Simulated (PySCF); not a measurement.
# Polarisability and C₆ of Cl- (chlorine, charge -1)

[Ar], closed-shell 1S. Calculation: PySCF 2.14, in aug-cc-pV(T+d)Z with one added diffuse shell each of s, p, d, f type (7s6p5d3f, 71 functions); the non-relativistic Hamiltonian (point nucleus). Coupled (time-dependent) response in atomic units; α is the mean over directions.

| method | mean α (bohr³) | C₆ (like pair) | S(−4) |
| --- | --- | --- | --- |
| UHF | 31.35 | 266.5 | 372.7 |
| PBE0 | 38.65 | 336.6 | 744.3 |
| MN15 | 38.94 | 340.9 | 682.7 |

S(−4) is the Cauchy moment in α(ω) = α(0) + S(−4) ω² + …

α(iu) at PBE0:

```
u (hartree)  α(iu) (bohr³)
          0          38.65
     0.0500          36.94
      0.100          33.07
      0.200          24.97
      0.300          18.94
      0.500          11.73
      0.750          7.215
       1.00          4.837
       1.50          2.579
       2.00          1.596
       3.00         0.7921
       5.00         0.3270
```

A single London oscillator, α(iu) = α/(1 + u²/ω²), gives C₆ = (3/4) ω α². Matching the computed C₆ needs ω = 4 × 336.6 / (3 × 38.65²) = 0.300 hartree.

For an ion, C₆ is the dispersion term alone; charge-induced terms of lower order in 1/R come first.
